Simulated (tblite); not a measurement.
C5H11FSi.
Atom-mapped SMILES: `[CH3:1][C@@H:2]1[SiH2:3][CH2:4][CH2:5][C@H:6]1[F:7]` (hydrogens: H8, H9, H10 on C1; H11 on C2; H12, H13 on Si3; H14, H15 on C4; H16, H17 on C5; H18 on C6)

Structure used (GFN2-xTB), in Å, numbered top down from 1:
```
atom  x, y, z in Å
C1     2.0598   -0.2361   -0.8354
C2     0.9149   -0.0752    0.1577
Si3   -0.3363   -1.5184    0.2536
C4    -1.8582   -0.3685    0.3037
C5    -1.2806    1.0179    0.5879
C6     0.0378    1.1319   -0.1691
F7     0.6806    2.3108    0.1744
H8     1.6771   -0.4304   -1.8356
H9     2.6639    0.6694   -0.8696
H10    2.6997   -1.0666   -0.5466
H11    1.3474    0.1093    1.1464
H12   -0.2991   -2.3633   -0.9420
H13   -0.1722   -2.3203    1.4676
H14   -2.3714   -0.3618   -0.6586
H15   -2.5998   -0.6367    1.0531
H16   -1.0685    1.1268    1.6535
H17   -1.9630    1.8184    0.2976
H18   -0.1407    1.1993   -1.2503
```

Computed values, GFN2-xTB/tblite, gas phase, harmonic and unscaled. The method is semi-empirical: single wavenumbers can be off by several per cent or more. Modes of hydrogen on silicon can be 10 to 20 % off. One conformer, not necessarily the lowest.

Harmonic wavenumbers (cm⁻¹): 71.8, 170.8, 213.9, 231.3, 293.7, 344.6, 379.5, 461.8, 488.8, 498.0, 533.2, 650.1, 702.4, 739.2, 773.6, 780.9, 872.9, 949.0, 998.1, 1016.2, 1022.7, 1056.4, 1097.8, 1128.0, 1164.8, 1178.9, 1214.3, 1266.1, 1278.2, 1284.6, 1324.6, 1337.1, 1415.6, 1480.0, 1498.1, 1503.3, 1507.6, 2258.3, 2263.5, 2903.7, 2940.0, 2973.6, 2987.1, 2991.3, 3016.7, 3016.9, 3023.6, 3034.9.

A = 2715, B = 2054, C = 1273 MHz; mass 118.061 u (most abundant isotopes); point group C1, symmetry number 1.

**Question.** What is the zero-point energy?

**Answer.** Half the sum of the wavenumbers: 32169 cm⁻¹ = 91.97 kcal/mol.

**Question.** Entropy at 350 K, 1 bar (ideal gas, RRHO, classical rotation)?

**Answer.** Translation 41.04, rotation 28.68, vibration 23.80: S = 93.5 cal/(mol K).

**Question.** And Cp and H(350 K) − H(0)?

**Answer.** Cp = 39.03 cal/(mol K), of which vibrations give 31.08 (their classical limit is 48 R = 95.4); H(350 K) − H(0) = 7.67 kcal/mol without the zero-point energy, 4.88 from vibrations.

**Question.** Which modes carry the vibrational entropy at 350 K?

**Answer.** 71.8 cm⁻¹: 4.42; 170.8 cm⁻¹: 2.73; 213.9 cm⁻¹: 2.31; 231.3 cm⁻¹: 2.16; 293.7 cm⁻¹: 1.73; 344.6 cm⁻¹: 1.45 cal/(mol K); the other 42 give 9.00 together.

**Question.** How do the functions run with temperature in this model?

**Answer.** 
```csv
T (K),S (cal/(mol K)),Cp (cal/(mol K)),H − H(0) (kcal/mol),G − H(0) (kcal/mol),ln q(vib)
100,63.5,14.3,1.04,-5.31,0.64
200,76.3,23.9,2.94,-12.32,2.14
300,87.9,34.0,5.84,-20.53,3.97
500,109.7,52.1,14.54,-40.32,8.07
800,138.4,69.6,33.04,-77.67,14.47
1000,154.8,77.2,47.76,-107.02,18.57
```

q(vib) and H(0) count from the zero-point level.

Hindered rotation and anharmonicity are outside this model. Other conformers, if any are populated, would add a mixing term that is left out. The structure is chiral; the term R ln 2 for an equal mix with its mirror image is left out.
